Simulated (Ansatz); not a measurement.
Ansatz (a first-principles code) input for Pt(OH) (HOPt), SMILES [OH][Pt] (connectivity only; charge and spin as stated), neutral, multiplicity 2, PBE-D3(BJ)/def2-TZVPD. 

Ansatz 0.2 input:
```yaml
crystal:
  periodic: [false, false, false]
  atoms:
    - {symbol: Pt, position_ang: [-0.00188889, -0.19756197, 0.00000000]}
    - {symbol: O, position_ang: [0.11716177, 1.67343108, 0.00000000]}
    - {symbol: H, position_ang: [-0.78996061, 2.02238519, 0.00000000]}
basis:
  gaussian:
    orbitals: def2-TZVPD
hamiltonian:
  xc: pbe
  dispersion: d3bj
magnetization: {spin_polarized: true, initial_magnetization: 1}
relax: {f_tol: 0.002, max_steps: 200}
```

It prints:

```
WARN ansatz: RAYON_NUM_THREADS=1 ignored (pool sized by the plan → 1); use --threads N
Functional definition: PBE
integrals: 0.02 GiB planned
612 factors; their error is unknown
mean field: 0.25 GiB planned
mean field evaluation 1: about -5301.0352 eV, gradient 4.7e1 eV
mean field evaluation 2: about -5164.0292 eV, gradient 1.5e2 eV
mean field evaluation 4: about -5304.5856 eV, gradient 3.5e1 eV
mean field evaluation 8: about -5309.3297 eV, gradient 3.3e-1 eV
mean field evaluation 16: about -5309.3257 eV, gradient 3.6e-3 eV
mean field evaluation 32: about -5301.0352 eV, gradient 4.7e1 eV
mean field evaluation 64: about -5309.0181 eV, gradient 8.9e-5 eV
mean field evaluation 96: about -5306.8226 eV, gradient 1.2e1 eV
mean field evaluation 128: about -5309.2992 eV, gradient 1.8e0 eV
mean field evaluation 160: about -5308.8832 eV, gradient 1.1e0 eV
mean field -5309.32565909 eV, -195.1141191812 hartree, gradient 4.3e-6 eV, S^2 0.760626; 7 other end points of the search recorded, 0 dependent functions left out
the calculation of the forces begins
reference -5309.32569778 eV, -195.1141206033 hartree; 14, 13 occupied and 78, 79 virtual orbitals, 612 factors
relax step   1: F+E_penalty+E_count = -5309.35713273 eV  Δ(F+E_penalty+E_count) = +0.000e0 eV  max|allowed force component| = 5.846e-1 eV/Å  Δτ_max = 0.0000 Å  (554 SCF iters, accepted)
these checks for a lower state are left out or cut short: starts, cluster_reference, orbital_swaps, neighbouring_geometries, increment
integrals: 0.02 GiB planned
612 factors; their error is unknown
mean field: 0.25 GiB planned
mean field -5309.33110031 eV, -195.1143191426 hartree, gradient 3.8e-6 eV, S^2 0.760048; 0 other end points of the search recorded, 0 dependent functions left out
the calculation of the forces begins
reference -5309.33113905 eV, -195.1143205661 hartree; 14, 13 occupied and 78, 79 virtual orbitals, 612 factors
relax step   2: F+E_penalty+E_count = -5309.36257877 eV  Δ(F+E_penalty+E_count) = -5.446e-3 eV  max|allowed force component| = 2.083e-1 eV/Å  Δτ_max = 0.0096 Å  (66 SCF iters, accepted)
these checks for a lower state are left out or cut short: starts, cluster_reference, orbital_swaps, neighbouring_geometries, increment
integrals: 0.02 GiB planned
612 factors; their error is unknown
mean field: 0.25 GiB planned
mean field evaluation 192: about -5309.3320 eV, gradient 2.9e-3 eV
mean field -5309.33199121 eV, -195.1143518824 hartree, gradient 4.6e-6 eV, S^2 0.759770; 0 other end points of the search recorded, 0 dependent functions left out
the calculation of the forces begins
reference -5309.33202998 eV, -195.1143533074 hartree; 14, 13 occupied and 78, 79 virtual orbitals, 612 factors
relax step   3: F+E_penalty+E_count = -5309.36347270 eV  Δ(F+E_penalty+E_count) = -8.939e-4 eV  max|allowed force component| = 1.350e-2 eV/Å  Δτ_max = 0.0076 Å  (55 SCF iters, accepted)
these checks for a lower state are left out or cut short: starts, cluster_reference, orbital_swaps, neighbouring_geometries, increment
integrals: 0.02 GiB planned
612 factors; their error is unknown
mean field: 0.25 GiB planned
mean field -5309.33199553 eV, -195.1143520414 hartree, gradient 8.0e-6 eV, S^2 0.759789; 0 other end points of the search recorded, 0 dependent functions left out
the calculation of the forces begins
reference -5309.33203432 eV, -195.1143534666 hartree; 14, 13 occupied and 78, 79 virtual orbitals, 612 factors
relax step   4: F+E_penalty+E_count = -5309.36347720 eV  Δ(F+E_penalty+E_count) = -4.496e-6 eV  max|allowed force component| = 3.075e-3 eV/Å  Δτ_max = 0.0004 Å  (71 SCF iters, accepted)
these checks for a lower state are left out or cut short: starts, cluster_reference, orbital_swaps, neighbouring_geometries, increment
integrals: 0.02 GiB planned
612 factors; their error is unknown
mean field: 0.25 GiB planned
mean field evaluation 224: about -5309.3320 eV, gradient 1.8e-6 eV
mean field -5309.33199573 eV, -195.1143520485 hartree, gradient 1.8e-6 eV, S^2 0.759792; 0 other end points of the search recorded, 0 dependent functions left out
the calculation of the forces begins
reference -5309.33203451 eV, -195.1143534737 hartree; 14, 13 occupied and 78, 79 virtual orbitals, 612 factors
relax step   5: F+E_penalty+E_count = -5309.36347743 eV  Δ(F+E_penalty+E_count) = -2.348e-7 eV  max|allowed force component| = 1.459e-4 eV/Å  Δτ_max = 0.0001 Å  (61 SCF iters, accepted)
integrals: 0.02 GiB planned
612 factors; their error is unknown
mean field: 0.25 GiB planned
mean field evaluation 256: about -5308.6219 eV, gradient 5.9e0 eV
mean field evaluation 288: about -5309.0016 eV, gradient 1.4e-5 eV
mean field evaluation 320: about -5306.7997 eV, gradient 1.2e1 eV
mean field evaluation 352: about -5309.3044 eV, gradient 2.5e0 eV
mean field evaluation 384: about -5308.7562 eV, gradient 3.1e0 eV
mean field -5309.33199573 eV, -195.1143520485 hartree, gradient 1.9e-6 eV, S^2 0.759792; 11 other end points of the search recorded, 0 dependent functions left out
the calculation of the forces begins
reference -5309.33203451 eV, -195.1143534737 hartree; 14, 13 occupied and 78, 79 virtual orbitals, 612 factors
Total energy: -5309.36351621 eV, -195.1155104050 hartree
Atom 0 at    -0.009926    -0.184364     0.000000 Å, force     0.000029    -0.000146    -0.000000 eV/Å
Atom 1 at     0.131604     1.676608    -0.000000 Å, force     0.000103     0.000018     0.000000 eV/Å
Atom 2 at    -0.796366     2.006010     0.000000 Å, force    -0.000132     0.000128    -0.000000 eV/Å
Dipole moment:    -0.248660    -0.190545     0.000000 e Å
```

The calculation finished and met its thresholds.
